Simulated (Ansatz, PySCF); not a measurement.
Dimer: NH3 (SMILES N) (first 4 atoms) with CHN (SMILES C#N); geometry from B3LYP-D3(BJ)/def2-TZVP, rigid monomers moved along the line of their centres of mass till N1···H7 is 2.38 Å.
(charge 0, multiplicity 1):
| atom | x (Å) | y (Å) | z (Å) |
|---|---|---|---|
| N | -0.3143 | 0.0262 | 0.0127 |
| H | -1.1880 | 0.4366 | -0.2992 |
| H | 0.4363 | 0.5891 | -0.3731 |
| H | -0.2471 | -0.8937 | -0.4094 |
| C | -0.1405 | -0.1315 | 3.4741 |
| N | -0.0844 | -0.1824 | 4.6193 |
| H | -0.1940 | -0.0832 | 2.3901 |

Quantity: the interaction energy.

Monomers are frozen at their geometry in the pair; levels with a basis set take the counterpoise correction.

Cores are frozen in the correlated methods. CBS: X⁻³ extrapolation of the correlation energy, Hartree–Fock from the larger set.

Programs: Ansatz (an electronic-structure program) with Gaussian orbitals; PySCF for the dispersion terms. Values without a source in brackets are computed.

Costs are ratios of core time to PBE/def2-TZVPPD (roughly 5 s), for whole runs (searches for the state included, and forces where a run took them) on one shared machine, so rough; each difference counts from -6.05 kcal/mol (CCSD(T)/CBS(aug-cc-pVDZ, aug-cc-pVTZ), a level with limits of its own).

A star marks coupled-cluster runs past 200 virtual orbitals, where the program's memory plan changes under this machine's limit, so their costs aren't comparable with smaller runs.

```json
[
 {"level": "PBE/def2-TZVPPD", "basis functions": "179", "cost": "×1"},
 {"level": "PBE-D3(BJ)/def2-TZVPPD", "basis functions": "179", "cost": "×1"},
 {"level": "PBE0/def2-TZVPPD", "basis functions": "179", "cost": "×1"},
 {"level": "PBE0-D3(BJ)/def2-TZVPPD", "basis functions": "179", "cost": "×1"},
 {"level": "B3LYP/def2-TZVPPD", "basis functions": "179", "cost": "×1"},
 {"level": "B3LYP-D3(BJ)/def2-TZVPPD", "basis functions": "179", "cost": "×1"},
 {"level": "r2SCAN/def2-TZVPPD", "basis functions": "179", "cost": "×1"},
 {"level": "r2SCAN-D3(BJ)/def2-TZVPPD", "basis functions": "179", "cost": "×1"},
 {"level": "wB97X-V/def2-TZVPPD", "basis functions": "179", "cost": "×3"},
 {"level": "wB97M-V/def2-TZVPPD", "basis functions": "179", "cost": "×3"},
 {"level": "CCSD(T)/aug-cc-pVDZ", "basis functions": "105", "cost": "×4"},
 {"level": "CCSD(T)/aug-cc-pVTZ", "basis functions": "230", "cost": "×300*"}
]
```

Task: With a budget of 100 times the cost of PBE/def2-TZVPPD, which level comes closest?

Result: r2SCAN-D3(BJ)/def2-TZVPPD, at 0.01 kcal/mol; next is PBE/def2-TZVPPD at 0.04 kcal/mol.

Each difference (kcal/mol): PBE/def2-TZVPPD 0.04; PBE-D3(BJ)/def2-TZVPPD -0.42; PBE0/def2-TZVPPD -0.09; PBE0-D3(BJ)/def2-TZVPPD -0.52; B3LYP/def2-TZVPPD 0.39; B3LYP-D3(BJ)/def2-TZVPPD -0.30; r2SCAN/def2-TZVPPD 0.20; r2SCAN-D3(BJ)/def2-TZVPPD 0.01; wB97X-V/def2-TZVPPD -0.18; wB97M-V/def2-TZVPPD -0.13; CCSD(T)/aug-cc-pVDZ 0.44; CCSD(T)/aug-cc-pVTZ 0.13.
